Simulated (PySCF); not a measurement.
Ionisation energy of K(2+) by level of theory

K(2+) [Ne] 3s2 3p5 (2P) → K(3+) [Ne] 3s2 3p4 (3P), as a difference of total energies. All numbers are calculated (PySCF 2.14, the spin-free X2C one-electron Hamiltonian (Gaussian nucleus), in cc-pVDZ-X2C (5s4p2d, 27 functions)). Correlated levels: valence: [Ne] 3s2 frozen. The calculations carry no spin-orbit coupling.

```tsv
method	ionisation energy (eV)
UHF	46.800
BP86	48.328
PBE	48.173
MP2 (valence)	46.828
SCS-MP2 (valence)	46.827
CCSD (valence)	46.829
CCSD(T) (valence)	46.829
```

**Question.** How much does correlation contribute at CCSD(T) (valence)?

**Answer.** 46.829 − (46.800) = 0.029 eV, measured against UHF.

The reference lies between the lowest fine-structure levels, while these numbers refer to the centres of the terms.

Errors of the correlated levels include the incompleteness of this basis and the frozen core.

For comparison: 45.803 eV (semi-empirical (NIST evaluation); NIST Atomic Spectra Database, ionization energies).
